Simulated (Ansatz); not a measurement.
H4Si, charge +1, doublet, geometry from GFN2-xTB (a state made from the parent by changing its charge; the spin is typed, not shown lowest); CCSD(T)/pcseg-1 (Ansatz, a program for electronic structure).

Here is a job for Ansatz.
Ansatz 0.2 input:
```yaml
crystal:
  periodic: [false, false, false]
  atoms:
    - {symbol: Si, position_ang: [0.00000000, -0.00000000, -0.00000000]}
    - {symbol: H, position_ang: [0.21946869, 1.49634988, -0.01781752]}
    - {symbol: H, position_ang: [-1.36537719, 0.20760105, 0.61659864]}
    - {symbol: H, position_ang: [1.36537719, -0.20760105, -0.61659864]}
    - {symbol: H, position_ang: [-0.21946869, -1.49634988, 0.01781752]}
basis:
  gaussian:
    orbitals: pcseg-1.json
total_charge: 1
magnetization: {spin_polarized: true, initial_magnetization: 1}
correlation: {method: ccsd_t}
```
The basis file holds pcseg-1 in the JSON format of the Basis Set Exchange.

What the program printed (banner, timings and long lists left out):

```
Functional definition: HF
377 factors; integrals over basis functions are off by at most 1.7e-3 eV
mean field evaluation 1: about -7911.6544 eV, gradient 6.6e0 eV
mean field evaluation 2: about -7911.7019 eV, gradient 6.7e0 eV
mean field evaluation 4: about -7912.2452 eV, gradient 8.6e-1 eV
mean field evaluation 8: about -7912.2606 eV, gradient 1.6e-3 eV
mean field evaluation 16: about -7912.1936 eV, gradient 1.8e-1 eV
mean field -7912.26057093 eV, -290.7702128587 hartree, gradient 8.7e-7 eV, S^2 0.794042; 1 other end points of the search recorded, 0 dependent functions left out
determinant -7912.26057093 eV, -290.7702128587 hartree, with singles and doubles -7915.50652986 eV, -290.8894996494 hartree
determinant -7908.84926861 eV, -290.6448498110 hartree, with singles and doubles -7913.30985720 eV, -290.8087734179 hartree
5 core orbitals not correlated
reference -7912.26057093 eV, -290.7702128587 hartree; 4, 3 occupied and 29, 30 virtual orbitals, 377 factors
second order -2.45256670 eV of doubles, -0.00000000 eV of singles
cycle   1  -3.20826023 eV  change   -1.7e-1 eV  update   1.7e-2
cycle   2  -3.21256522 eV  change   -4.3e-3 eV  update   4.3e-3
cycle   3  -3.21570801 eV  change   -3.1e-3 eV  update   1.3e-3
cycle   4  -3.21666053 eV  change   -9.5e-4 eV  update   3.1e-4
cycle   5  -3.21688232 eV  change   -2.2e-4 eV  update   8.7e-5
cycle   6  -3.21693564 eV  change   -5.3e-5 eV  update   2.3e-5
cycle   7  -3.21694088 eV  change   -5.2e-6 eV  update   6.1e-6
perturbative correction -0.06126173 eV, -0.0022513269 hartree
Total energy: -7915.53877353 eV, -290.8906845823 hartree
```
